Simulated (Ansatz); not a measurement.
The cluster Ge2S4⁻. Total charge -1; doublet. Geometry PBE-D4/def2-SVPD; atoms count from 1.

```xyz
6

Ge   -1.1158    1.1337   -2.1987
Ge   -0.2441    0.6562    0.8461
S     1.1345   -2.1320    2.3867
S    -1.8461   -0.3566   -0.6446
S     0.7100    1.8324   -1.0307
S     1.3614   -1.1337    0.6412
```

Another isomer (doublet) lies 0.73 eV lower at PBE0-D4/def2-TZVPD; other spin states weren't run for this one.

(1) Estimate the Mulliken populations from the PBE0/def2-TZVPD orbitals of Ansatz.

(2) Where does the spin sit?

(3) And the Mayer bond orders between bonded heavy atoms (over 0.3)?

Results:

(1) 
```csv
atom,charge (e),spin (α − β)
Ge1,0.29,0.00
Ge2,0.33,-0.02
S3,-0.37,0.61
S4,-0.56,0.03
S5,-0.61,0.00
S6,-0.08,0.38
```
Mulliken values and Mayer orders depend strongly on the basis. With diffuse functions, as here, like atoms can get unlike values, and bond orders can come out too low or too high.

(2) Summed by element: Ge -0.03, S 1.03, of 1 unpaired in all. Largest on single atoms: S3 0.61, S6 0.38, S4 0.03.

(3) Ge1–S4 1.13 (2.27 Å); Ge1–S5 1.12 (2.28 Å); Ge2–S4 0.77 (2.41 Å); Ge2–S5 0.78 (2.41 Å); Ge2–S6 0.69 (2.41 Å); S3–S6 1.45 (2.02 Å).
